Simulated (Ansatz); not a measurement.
SiSe2. Total charge 0; triplet. Geometry r2SCAN-D4/def2-TZVP, that of the charge +1 doublet; atoms count from 1.

| atom | x (Å) | y (Å) | z (Å) |
| --- | --- | --- | --- |
| Si1 | -1.023 | -0.771 | 0.472 |
| Se2 | 1.204 | -0.529 | -0.228 |
| Se3 | -0.182 | 1.300 | -0.244 |

At PBE0-D4/def2-TZVP a singlet of charge 0 lies 1.34 eV below the triplet at the same geometry. The structure comes from a short search, and lower isomers may exist.

Problem. Estimate the Mulliken populations from the PBE0/def2-TZVP orbitals of Ansatz.

Solution. 
| atom | charge (e) | spin (α − β) |
| --- | --- | --- |
| Si1 | -0.07 | 0.91 |
| Se2 | 0.03 | 0.55 |
| Se3 | 0.03 | 0.55 |
Mulliken values and Mayer orders depend strongly on the basis.

Problem. Where does the spin sit?

Solution. Summed by element: Si 0.91, Se 1.09, of 2 unpaired in all. Largest on single atoms: Si1 0.91, Se2 0.55, Se3 0.55.

Problem. And the Mayer bond orders between bonded heavy atoms (over 0.3)?

Solution. Si1–Se2 0.85 (2.35 Å); Si1–Se3 0.85 (2.35 Å); Se2–Se3 1.50 (2.29 Å).
